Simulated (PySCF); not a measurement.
Dipole moment and polarisability of `C=C(SC)[Se]C`

Compound: C₄H₈SSe.
Structure used (PBE0-D3(BJ)/def2-SVP), in Å, numbered top down from 1:
```
atom  x, y, z in Å
C1    -0.512    1.643   -0.429
C2     0.137    0.481   -0.596
S3    -0.547   -1.133   -0.545
C4    -2.195   -0.842    0.121
Se5    1.999    0.462   -1.041
C6     2.654   -0.497    0.522
H7    -1.593    1.692   -0.274
H8     0.040    2.584   -0.456
H9    -2.143   -0.306    1.081
H10   -2.823   -0.282   -0.587
H11   -2.642   -1.833    0.284
H12    2.533    0.115    1.424
H13    2.119   -1.449    0.629
H14    3.720   -0.691    0.344
```

Level: CAM-B3LYP/def2-SVPD (PySCF), static field, nuclei fixed, core orbitals frozen in the response. The polarisability tensor in these axes (au):

```
x   119.61  -0.19  -3.23
y    -0.19 102.32  -3.78
z    -3.23  -3.78  78.75
```

Diagonalise the tensor; give its mean and Δα, where Δα² is half the sum of the squared differences of the eigenvalues.

Principal values 77.91, 102.90 and 119.86 au; mean 100.23 au = 14.85 Å³ = 16.52 × 10⁻⁴⁰ C²·m²/J; Δα = 36.55 au (36 % of the mean).

What is the dipole moment, and where does it point?

(-1.23, -0.03, 1.67) D, 2.08 D in size, pointing from the negative to the positive side. Measured along this direction, the outermost atoms are Se5 and H14 at the negative end and H9 at the positive end.

How large is μ²/3kT at 350 K beside α?

In Gaussian units μ²/3kT = 29.71 Å³ against 14.85 Å³, a ratio of 2.00; the Debye molar polarisation (4π/3)N_A(α + μ²/3kT) is 112.4 cm³/mol, leaving out the vibrational part.

Refractivity n − 1 of an ideal gas of it at 273.15 K and 1 atm, from the electronic α?

N = p/kT = 2.6868 × 10¹⁹ cm⁻³, so n − 1 = 2π × N × 14.85 × 10⁻²⁴ cm³ = 2507 × 10⁻⁶ at long wavelengths.

What are the principal values of the traceless quadrupole moment, Θ = ½Σq(3rr − r²1), about the centre of nuclear charge?

-6.91, -2.59, 9.50 D·Å. The values depend on the origin, since the dipole doesn't vanish. The electronic extent ⟨r²⟩ about the same centre is 1239 bohr², a root-mean-square distance of 2.06 Å for the 82 electrons.

Molar refractivity from α?

Lorentz–Lorenz: R = (4π/3)N_A α = 2.5225 cm³/(mol·Å³) × 14.85 Å³ = 37.5 cm³/mol, in the limit of long wavelengths.

Isolated species at its PBE0-D3(BJ)/def2-SVP geometry (one conformer only). The calculation is non-relativistic, for selenium too.

These values come from a run that also computed excited states. Rough CPU time on one thread of a shared machine: about 4 min.
